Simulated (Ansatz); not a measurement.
One change: `CCCCCC(C)(C)C` becomes `CCCC(C)(C)C`.

Ansatz, PBE0-D4/def2-TZVP geometries, multiplicity 1. Each molecule was computed in one conformer, which needn't be the lowest.

```
                                          property  `CCCCCC(C)(C)C`
              HOMO–LUMO gap (PBE0/def2-TZVPP) / eV             9.39
    size of the dipole moment (PBE/def2-TZVPP) / D             0.11
             HOMO energy (ωB97M-V/def2-TZVPP) / eV           -10.72
size of the dipole moment (ωB97M-V/def2-TZVPP) / D             0.10
                 LUMO energy (PBE/def2-TZVPP) / eV             0.16
                 HOMO energy (PBE/def2-TZVPP) / eV            -7.12
```

Problem. What does the change do to each property? (Estimate.)

Solution. Ansatz gave: 
| property | `CCCC(C)(C)C` | shift |
| --- | --- | --- |
| HOMO–LUMO gap (PBE0/def2-TZVPP) / eV | 9.62 | 0.23 |
| size of the dipole moment (PBE/def2-TZVPP) / D | 0.07 | -0.04 |
| HOMO energy (ωB97M-V/def2-TZVPP) / eV | -10.86 | -0.14 |
| size of the dipole moment (ωB97M-V/def2-TZVPP) / D | 0.07 | -0.03 |
| LUMO energy (PBE/def2-TZVPP) / eV | 0.25 | 0.09 |
| HOMO energy (PBE/def2-TZVPP) / eV | -7.26 | -0.14 |

With PBE0 the HOMO falls by 0.14 eV and the LUMO rises by 0.09 eV, so the gap widens by about 0.23 eV. PBE moves the HOMO by -0.14 eV and ωB97M-V by -0.14 eV. Dipoles are sizes alone; their direction can turn.
